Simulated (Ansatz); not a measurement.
Reaction (hydrogenolysis of a C–C bond): `FC(F)(Cl)C(F)(F)Cl` + H₂ → `FC(F)Cl` + `FC(F)Cl`

Gas-phase electronic energies from Ansatz, PBE0-D4/def2-TZVP geometries. CBS: MP2 limit from def2 TZ/QZ plus the TZ coupled-cluster correction, frozen cores. This one scheme is used for every species. DFT in def2-TZVPP. Each species was taken in one conformer, which may not be the lowest.

| level | ΔE (kJ/mol) |
| --- | --- |
| r2SCANh-D4 | -63.1 |
| BHLYP-D4 | -78.5 |
| ωB97M-V | -64.0 |
| HF/CBS(def2) | -104.3 |

Question: What does CCSD(T)/CBS give? (An estimate is asked.)

Answer: The calculation gave: -67.4 kJ/mol. The listed levels differ from it by 4.3, -11.1, 3.4, -36.9 kJ/mol.

Question: What do rigid-rotor, harmonic-oscillator terms from PBE0-D4/def2-TZVP frequencies (298.15 K, 1 bar) make of the CCSD(T)/CBS value? (Estimate.)

Answer: Ansatz gave: ΔZPE = +29.3 kJ/mol, ΔH = -44.2 kJ/mol, ΔS = 71 J/(mol·K), ΔG = -65.2 kJ/mol.

Largest T1 diagnostic among the species: 0.012.

Leaving LDA and LC-ωPBE aside and taking each functional with its dispersion term where it has one, the values, not all of them listed here, spread over 19.9 kJ/mol, from B2PLYP to r2SCAN-D4. LDA lies +25.0 kJ/mol from PBE without D4. At CCSD(T), def2-SVP lies +13.8 kJ/mol from the extrapolated value and def2-TZVPP −1.8 kJ/mol.
